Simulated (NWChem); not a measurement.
# C₂H₄BFO; SMILES C=CB(O)F

```xyz
9

B      0.0148    -0.5395    -0.0296
F      0.8158    -1.6014     0.0138
C      0.6585     0.8864    -0.0890
C     -0.0231     2.0277     0.0684
H      1.7419     0.9533    -0.2466
H      0.4557     3.0120     0.0380
H     -1.1061     2.0424     0.2482
O     -1.3107    -0.7931    -0.0174
H     -1.8492     0.0002    -0.0860
```
Atoms are numbered in this order, from 1.

Computed with NWChem. Pople sets run with spherical d functions. All runs use the structure optimised with PBE0/def2-SVP. Atomic charges in e: unrestrained fits to the electrostatic potential beside Mulliken populations; buried atoms are poorly determined by the fit.

Q: Estimate the computed values for Hartree-Fock/6-31G*. Quantities: ESP B1; Mulliken B1; ESP F2; Mulliken F2; ESP C3; Mulliken C3; ESP C4; Mulliken C4; ESP O8; Mulliken O8; relative RMS misfit of the potential (%).

A: The ESP B1 is 0.92 and the Mulliken B1 is 0.86. The ESP F2 is -0.37. The Mulliken F2 comes out as -0.40 and the ESP C3 is -0.46. The Mulliken C3 is -0.40 and the ESP C4 comes out as -0.20. The Mulliken C4 is -0.37, the ESP O8 is -0.75 and the Mulliken O8 is -0.72. The relative RMS misfit of the potential (%) is 18.
